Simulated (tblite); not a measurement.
Compound: C4H10N2Si2.
Z-matrix (Å and degrees, GFN2-xTB geometry), rows numbered from 1:
```
Si
C   1  1.9118
C   2  1.4804  1  110.74
C   3  1.3641  2  130.19  1    83.64
N   4  1.3662  3  110.25  2  -177.36
C   5  1.2927  4  105.37  3     0.26
N   6  1.3712  5  113.24  4    -0.10
Si  7  1.7471  3  128.76  2    -5.08
H   1  1.4642  2  109.61  3    57.79
H   1  1.4648  2  108.10  3   177.25
H   1  1.4613  2  108.88  3   -62.54
H   2  1.0905  1  110.47  3  -122.28
H   2  1.0909  1  109.12  3   119.73
H   4  1.0720  3  128.85  2     3.30
H   6  1.0712  5  124.89  4  -179.95
H   8  1.4585  7  104.64  3   179.49
H   8  1.4646  7  108.10  3   -61.34
H   8  1.4617  7  108.31  3    59.42
```

Level: GFN2-xTB in tblite, geometry and Hessian alike; calculated harmonic values, unscaled, isolated species. Errors from tens to a few hundred cm⁻¹ against measured bands are possible. Modes of hydrogen on silicon can be 10 to 20 % off. One conformer, not necessarily the lowest.

Harmonic wavenumbers (cm⁻¹): 66.9, 88.3, 99.8, 108.0, 141.4, 197.1, 298.6, 339.3, 485.1, 506.7, 523.6, 573.9, 589.8, 629.6, 634.2, 710.7, 754.1, 762.0, 767.4, 777.1, 782.8, 787.9, 789.8, 795.6, 807.7, 808.9, 914.8, 1080.7, 1110.4, 1114.3, 1160.2, 1210.9, 1263.0, 1283.5, 1382.4, 1452.7, 1508.7, 1572.7, 2255.6, 2260.6, 2263.1, 2287.2, 2291.9, 2315.2, 2975.0, 2982.7, 3165.1, 3170.1.

A = 1839, B = 1180, C = 799.3 MHz; mass 142.038 u (most abundant isotopes); point group C1, symmetry number 1.

Task: Zero-point energy?

Result: Half the sum of the wavenumbers: 27424 cm⁻¹ = 78.41 kcal/mol.

Task: What is S at 273.15 K and 1 bar for an ideal gas of classical rigid rotors and harmonic oscillators?

Result: Translation 40.36, rotation 29.34, vibration 26.29: S = 96.0 cal/(mol K).

Task: And Cp and H(273.15 K) − H(0)?

Result: Cp = 37.71 cal/(mol K), of which vibrations give 29.76 (their classical limit is 48 R = 95.4); H(273.15 K) − H(0) = 6.08 kcal/mol without the zero-point energy, 3.91 from vibrations.

Task: What must be added to the electronic energy to get the Gibbs energy at 273.15 K and 1 bar?

Result: ZPE + [H(273.15 K) − H(0)] − T·S = 78.41 + 6.08 − 26.22 = 58.27 kcal/mol.

Task: Blend soft modes into free rotors: weight 1/[1 + (100 cm⁻¹/ν̃)⁴] for the oscillator and the rest for a rotor with moment μB/(μ + B), μ = h/(8π²ν), B = 10⁻⁴⁴ kg m². What vibrational entropy results?

Result: 24.68 cal/(mol K) in place of 26.29, which changes −T·S at 273.15 K by +0.44 kcal/mol.

Task: Which modes carry the vibrational entropy at 273.15 K?

Result: 66.9 cm⁻¹: 4.07; 88.3 cm⁻¹: 3.53; 99.8 cm⁻¹: 3.29; 108.0 cm⁻¹: 3.13; 141.4 cm⁻¹: 2.62; 197.1 cm⁻¹: 2.00 cal/(mol K); the other 42 give 7.65 together.

Hindered rotation and anharmonicity are outside this model. Other conformers, if any are populated, would add a mixing term that is left out. The structure is chiral; the term R ln 2 for an equal mix with its mirror image is left out.
